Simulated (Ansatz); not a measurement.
One change: `OC1=C([SiH2]Cl)C1` becomes `OC1=CC1`.

Ansatz, PBE0-D4/def2-TZVP geometries, multiplicity 1. Each molecule was computed in one conformer, which needn't be the lowest.

```
                                      property  `OC1=C([SiH2]Cl)C1`
             HOMO energy (PBE/def2-TZVPP) / eV                -5.83
         LUMO energy (ωB97M-V/def2-TZVPP) / eV                 1.48
            LUMO energy (PBE0/def2-TZVPP) / eV                -0.48
zero-point energy (PBE0-D4/def2-TZVP) / kJ/mol                189.4
size of the dipole moment (PBE/def2-TZVPP) / D                 3.37
         HOMO energy (ωB97M-V/def2-TZVPP) / eV                -9.14
```

Task: What does the change do to each property? (An estimate is asked.)

Result: Ansatz gave: 
| property | `OC1=CC1` | shift |
| --- | --- | --- |
| HOMO energy (PBE/def2-TZVPP) / eV | -5.34 | 0.49 |
| LUMO energy (ωB97M-V/def2-TZVPP) / eV | 2.28 | 0.80 |
| LUMO energy (PBE0/def2-TZVPP) / eV | 0.84 | 1.32 |
| zero-point energy (PBE0-D4/def2-TZVP) / kJ/mol | 162.2 | -27.2 |
| size of the dipole moment (PBE/def2-TZVPP) / D | 1.32 | -2.05 |
| HOMO energy (ωB97M-V/def2-TZVPP) / eV | -8.75 | 0.39 |

With PBE0 the HOMO rises by 0.45 eV and the LUMO rises by 1.32 eV, so the gap widens by about 0.87 eV. PBE moves the HOMO by 0.49 eV and ωB97M-V by 0.39 eV. The zero-point energy changes by -27.2 kJ/mol with -9 modes. Dipoles are sizes alone; their direction can turn.

Positive LUMOs are unbound, so they and the gaps depend on the basis.
